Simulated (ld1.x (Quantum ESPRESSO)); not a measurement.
## An odd input for ld1.x (Quantum ESPRESSO) 7.5 (K (Z = 19))

Command:

```bash
ld1.x < K.in > K.out
```

Input:

```
&input
   title='K', zed=19., rel=1, dft='PBESOL', iswitch=3,
   config='[Ne] 3d-2 4s1 4p0',
   nld=3, rlderiv=4.40, eminld=-2.0, emaxld=5.0, deld=0.02
 /
 &inputp
   pseudotype=2, tm=.true., lloc=0,
   nlcc=.true.,
   file_pseudopw='K.UPF', file_wfcaegen='ae.wfc', file_wfcncgen='nc.wfc', file_beta='beta', file_chi='chi'
 /
3
4P  2  1   0.00   0.00  4.05  4.05  0.0
3D  3  2  -2.00   0.20  3.80  3.80  0.0
4S  1  0   1.00   0.00  3.20  3.20  0.0
 &test
   configts(1)='4s1 4p0'
 /
```

This is an input that runs to its end, with one change: core typed as [Ne] in place of [Ar].

Q: How does the run end?

A: The program runs through. The occupied levels of the test differ from the all-electron ones by at most 0.00000 Ry (unchanged input: 0.00000 Ry). The valence charge becomes 9 in place of 1, so this is not the intended potential. All-electron levels move: 4s -6.268 Ry (was -0.169).

```
      Integrated core pseudo-charge :   0.51

      Wfc   4P  rcut= 4.078  Using Troullier-Martins method

      Wfc   3D  rcut= 3.783  Using Troullier-Martins method

     ------------------- End of pseudopotential generation -------------------

     Computing logarithmic derivative in   4.42305
     Computing logarithmic derivative in   4.42305
     Computing the partial wave expansion
       no projector for channel:   0
     R is outside the sphere for l=    1 j= 0.00
     R is outside the sphere for l=    2 j= 0.00

     ---------------------- Testing the pseudopotential ----------------------

     K
     scalar relativistic calculation

     atomic number is 19.00   valence charge is  9.00
     dft =PBESOL   lsd =0 sic =0 latt =0  beta=0.20 tr2=1.0E-14
     mesh =1165 r(mesh) = 100.03909 xmin = -7.00 dx = 0.01250

     n l     nl             e AE (Ry)        e PS (Ry)    De AE-PS (Ry)
     1 0     4S   1( 1.00)       -6.26815       -6.26815        0.00000
     2 1     4P   1( 0.00)       -5.73369       -5.73369       -0.00000

     eps = 7.4E-15  iter = 13

     Etot =   -1152.428781 Ry,    -576.214390 Ha,  -15679.592338 eV
     Etotps =    -7.080054 Ry,      -3.540027 Ha,     -96.329041 eV

     Ekin =       0.647547 Ry,       0.323774 Ha,       8.810328 eV
     Encl =      -7.258269 Ry,      -3.629135 Ha,     -98.753783 eV
     Ehrt =       0.431392 Ry,       0.215696 Ha,       5.869385 eV
     Ecxc =      -0.900724 Ry,      -0.450362 Ha,     -12.254972 eV
     (Ecc =      -0.483314 Ry,      -0.241657 Ha,      -6.575824 eV)

     ---------------------- End of pseudopotential test ----------------------
```
